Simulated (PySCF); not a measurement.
PySCF 2.14 output of an unrestricted LDA calculation on a single atom or ion in aug-cc-pCVQZ-DK, with scalar relativity by spin-free X2C-1e:

```
SCF conv_tol = 1e-09
number electrons alpha = 5  beta = 4
    P. A. M. Dirac.,  Math. Proc. Cambridge Philos. Soc. 26, 376 (1930)
    F. Bloch.,  Z. Phys. 57, 545 (1929)
    S. H. Vosko, L. Wilk, and M. Nusair.,  Can. J. Phys. 58, 1200 (1980)
cycle= 1 E= -74.6393018957704  delta_E= -0.000471  |g|= 0.186  |ddm|= 0.663
cycle= 2 E= -74.5546979924129  delta_E= 0.0846  |g|= 0.503  |ddm|= 0.791
cycle= 3 E= -74.6547157937865  delta_E= -0.1  |g|= 0.0687  |ddm|= 0.504
cycle= 4 E= -74.6572274101159  delta_E= -0.00251  |g|= 0.00562  |ddm|= 0.0934
cycle= 5 E= -74.6572427696714  delta_E= -1.54e-05  |g|= 0.000592  |ddm|= 0.00694
cycle= 6 E= -74.6572430906916  delta_E= -3.21e-07  |g|= 0.00027  |ddm|= 0.00216
cycle= 7 E= -74.6572431233978  delta_E= -3.27e-08  |g|= 2.72e-05  |ddm|= 0.000273
cycle= 8 E= -74.6572431237416  delta_E= -3.44e-10  |g|= 1.07e-06  |ddm|= 2.97e-05
converged SCF energy = -74.6572431237416  <S^2> = 0.75936688  2S+1 = 2.0093451
```

The run itself started from symmetry-adapted Hartree-Fock orbitals and held the occupation by maximum overlap, on a logarithmic radial grid, so the iterations belong to that start.

Question: Which element, charge and spin multiplicity is this?

Answer: O⁻ (oxygen, charge -1), multiplicity 2; the state was [He] 2s2 2p5, 2P determinant.

At LDA the highest occupied level has a positive energy, so only the finite basis holds that electron; in a semilocal or global hybrid functional this comes from self-interaction and does not mean that the real anion is unbound.
